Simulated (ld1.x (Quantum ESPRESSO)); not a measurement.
Cr (Z = 24): excitation energies, all-electron against TM

chromium, norm-conserving Troullier–Martins (Kleinman–Bylander form), made with ld1.x (Quantum ESPRESSO) 7.5 (BP86, scalar-relativistic). Core [Ar], reference 3d5 4s0 4p1. Waves: 4s (bound, empty): rc 2.50 bohr; 4p (bound): rc 3.10 bohr; 3d (bound): rc 1.70 bohr. Local part: all-electron potential smoothed inside 1.40 bohr (lloc = -1). Core correction: a·sin(br)/r model core, default radius (core density twice the valence density).

Energies are relative to the spin-unpolarised reference configuration 3d5 4s0 4p1; without spin polarisation the order of configurations can differ from experiment.

| valence configuration | charge | ΔE all-electron (eV) | error AE − PS (meV) |
| --- | --- | --- | --- |
| 3d5 4s1 4p0 | 0 | -3.166 | -2.9 |
| 3d5 4s0 4p0 | +1 | 3.911 | -7.8 |
| 3d4 4s0 4p0 | +2 | 20.058 | -82 |
| 3d4 4s1 4p1 | 0 | 0.356 | -137 |
| 3d2 4s0 4p0 | +4 | 99.257 | -2483 |

(1) What are ΔE and the potential's error for 3d4 4s2 4p0?

(2) What are ΔE and the potential's error for 3d5 4s0.5 4p0?

Levels in the configuration 3d4 4s2 4p0:

```
level  all-electron (eV)  pseudo (eV)
   3d             -6.131       -6.437
   4s             -5.068       -5.023
```

Note: ghost state, extra bound levels that the all-electron valence spectrum of the same l lacks: s at -49.9 eV. A true bound ghost makes a file unfit for plane-wave use.

Results:

(1) ΔE = -3.288 eV all-electron; the error (AE − PS) is -156 meV.

(2) ΔE = -0.364 eV all-electron; the error (AE − PS) is -0.8 meV.
